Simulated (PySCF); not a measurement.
## Working out the excitation energy of Ge⁺

Ge⁺ [Ar] 3d10 4s2 4p1 (2P) → Ge⁺ [Ar] 3d10 4s1 4p1 5s1 (4P). All numbers are calculated (PySCF 2.14, scalar relativity through the core potential, in aug-cc-pVDZ-PP with ECP10MDF (5s4p3d, 32 functions)). Frozen: 3s2 3p6 3d10. Energies in hartree (1 hartree = 27.21139 eV):

```json
{"part": "UHF", "Ge⁺ (lower)": "-293.069413", "Ge⁺ (upper)": "-292.569659"}
{"part": "CCSD correlation", "Ge⁺ (lower)": "-0.046253", "Ge⁺ (upper)": "-0.010714"}
{"part": "(T)", "Ge⁺ (lower)": "-0.000458", "Ge⁺ (upper)": "-0.000053"}
```

Task: What does Hartree-Fock give?

Result: (-292.569659) − (-293.069413) = 0.499754 hartree = 13.599 eV.

Task: What do CCSD and CCSD(T) give?

Result: The CCSD correlation energies differ by 0.035539 hartree = 0.967 eV and the triples by 0.000405 hartree = 0.011 eV, so CCSD gives 14.566 eV and CCSD(T) 14.577 eV.

A double-zeta basis recovers only part of the correlation energy.
